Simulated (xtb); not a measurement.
In(Cl)(OH)2 (ClH2InO2), SMILES [OH][In]([Cl])[OH]. All values are semi-empirical tight-binding results from xtb (GFN2-xTB unless named), good for trends rather than for accurate numbers. Coordinates come from a GFN2-xTB optimisation. The values are those of a single conformer.

For metal compounds this method's bond lengths and energies can be far off.

Computed properties:
The point group as xtb finds it is Cs, the orbital gap comes out as 3.33 eV and the zero-point energy comes out as 15.4 kcal/mol. The G − E(el) at 298.15 K (modified RRHO) comes out as -5.0 kcal/mol.
